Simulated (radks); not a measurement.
Question: Spherical quantum dot in the effective-mass picture: electrons in a parabolic well V = omega^2 r^2 / 2 with omega = 0.0662, with a point charge +2 (a donor) at the centre, all in effective atomic units (hartree* = m*/eps^2 hartree, bohr* = eps/m* bohr), one dielectric constant everywhere. Method: non-relativistic Kohn-Sham, LDA (Slater exchange, Perdew-Wang correlation), spin-polarised, spherical densities; computed with a radial shooting solver with Libxc functionals. Levels are named by radial order and angular momentum (1s, 1p, 1d, 2s, ...), and open shells are averaged over m. Results are scaled to m* = 0.081 and eps = 11.2, for which hartree* = 17.57 meV and bohr* = 7.317 nm. At N = 7 the configuration is 1s2 1p(up 3, down 0) 2s2. Does electron 8 go into 1p down or 1d down or 1d up?

Answer: Into 1p down. The total energies of the other choices lie higher by 0.330 meV (1d up), 0.563 meV (1d down).
